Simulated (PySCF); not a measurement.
Computed shifts of a molecule C₂H₇FOSi₂, PySCF with KT2/pcSseg-1, GIAO, gas phase, atoms alike by connectivity averaged where their shifts nearly agree, in ppm (number of nuclei): ¹³C: 286.4 (1), -1.4 (1). ²⁹Si: -10.7 (1), -80.6 (1). ¹⁹F: -243.1 (1). ¹H: 5.07 (1), 4.54 (3), 0.59 (3). References: ¹³C against TMS (σ = 185.1 ppm); ²⁹Si against TMS (σ = 361.9 ppm); ¹⁹F against CFCl3 (σ = 127.1 ppm); ¹⁷O against H2O (σ = 330.4 ppm); ¹H against TMS (σ = 31.47 ppm), references at their B3LYP-D3(BJ)/def2-TZVP geometries, non-relativistic. The structure is a stationary point at B3LYP-D3(BJ)/def2-SVP. Other conformers were not sampled.

Question: Pick the molecule that these values belong to.
A) F[Si@H]1CC[SiH2]O1
B) C[Si@H](F)C(=O)[SiH3]
C) O[Si@@H]1[SiH2]C[C@H]1F
D) O[Si@]1(F)CC[SiH2]1

Answer: B, C[Si@H](F)C(=O)[SiH3]
